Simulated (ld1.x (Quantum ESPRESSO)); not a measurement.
## Building the PAW potential for copper (Wu–Cohen, non-relativistic).

| Quantity | Value |
| --- | --- |
| Element | Cu (Z = 29) |
| Generator | ld1.x (Quantum ESPRESSO) 7.5 |
| Type | PAW |
| Functional | Wu–Cohen |
| Relativity | non-relativistic |
| Frozen core | [Ar] |
| Valence charge | 11 |
| Reference configuration | 3d10 4s0 4p0 (charge +1) |
| Partial waves | 4s (bound, empty): rcut 1.65, rcutus 2.05 bohr; 4s channel at 2.05 Ry: rcut 1.65, rcutus 2.05 bohr; 4p (bound, empty): rcut 3.10, rcutus 3.40 bohr; 4p channel at 3.9 Ry: rcut 3.10, rcutus 3.40 bohr; 3d (bound): rcut 1.00, rcutus 1.20 bohr; 3d channel at -0.7 Ry: rcut 1.00, rcutus 1.20 bohr |
| Local potential | all-electron potential smoothed inside 1.40 bohr (lloc = -1) |
| Core correction | Bessel-smoothed model core inside 1.15 bohr |
| Augmentation charge | BESSEL, radius 1.00 bohr |

- Cutoffs needed: 100 Ry and 140 Ry (the cutoffs (Ry, on a coarse ladder) from which the occupation-weighted sum of valence levels, in a spherical-Bessel basis at the reference potential, stays within 10 and 1 mRy of its value at 400 Ry)
- Ghost test: no extra level below or beside the all-electron valence levels (s, p, d, f tested) (spherical-Bessel basis up to 400 Ry, 20 bohr box)
- Largest excitation error: -2010 meV (all-electron minus pseudo) for 3d7 4s0 4p0, out of 7 test configurations
- Lowest eigenvalue of the overlap operator: 0.43 (s channel)
